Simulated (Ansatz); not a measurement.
One geometry of the cluster Ag₄O⁻, several levels of theory.

```yaml
crystal:
  periodic: [false, false, false]
  atoms:
    - {symbol: O, position_ang: [1.803912, 1.252126, 0.207726]}
    - {symbol: Ag, position_ang: [-1.780662, -0.050826, -0.176402]}
    - {symbol: Ag, position_ang: [0.903689, -0.612021, 0.073044]}
    - {symbol: Ag, position_ang: [-0.099828, 2.081283, 0.043235]}
    - {symbol: Ag, position_ang: [-0.827111, -2.670573, -0.147604]}
basis:
  gaussian: {orbitals: def2-TZVPD, initial_orbitals: start.molden}
total_charge: -1
magnetization: {spin_polarized: true, initial_magnetization: 1}
correlation: {method: mp2}
scf: {omitted_lower_state_checks: [starts]}
output: {orbitals: {seedname: orbitals}}
```

The file start.molden holds the orbitals of an earlier run on this structure, at another level or in another basis.

```sh
$ ansatz run in.yaml --threads 4 --pin off --events-out ev --progress --plain --max-ram 4787MiB
```

It prints (some lines left out):

```
Functional definition: HF
  name "HF"
  cite "Fock, Z. Phys. 61, 126 (1930) doi:10.1007/BF01340294"
  parent pbe
  exchange = exact_x
  correlation = 0
these checks for a lower state are left out or cut short: starts
1805 factors; integrals over basis functions are off by at most 3.1e-4 eV
mean field evaluation 1: about -17939.8403 eV, gradient 1.6e1 eV
mean field evaluation 2: about -17941.8991 eV, gradient 3.2e0 eV
mean field evaluation 4: about -17941.8662 eV, gradient 2.5e0 eV
mean field evaluation 8: about -17942.1532 eV, gradient 6.3e-2 eV
mean field -17942.15341549 eV, -659.3619763910 hartree, gradient 2.8e-6 eV, S^2 1.293870; 0 other end points of the search recorded, 0 dependent functions left out
1 core orbitals not correlated: weight in the atoms' cores, before any rotation towards them, 1.000 or more for the frozen orbitals, at most 0.000 for the correlated occupied ones
reference -17942.15341549 eV, -659.3619763910 hartree; 42, 41 occupied and 157, 158 virtual orbitals, 1805 factors
second order -59.78653961 eV of doubles, -0.00000000 eV of singles
Total energy: -18001.93995510 eV, -661.5590911968 hartree
Checks for a lower state left out: starts
```

Hardware: 4 threads of Arm Neoverse V2 on a shared host. Wall time 15 s, peak host memory 0.77 GiB.

Geometry: PBE-D4/def2-SVPD.

In the def2 sets Ag takes a core potential; there is no spin–orbit coupling. Correlated methods freeze 1 core orbital; core or outer-core shells of Ag are correlated, in sets that lack core-valence functions. The charge -1 doublet is spin-contaminated (final ⟨S²⟩ up to 1.29, 0.75 for a pure state). The structure comes from a short search, and lower isomers may exist.
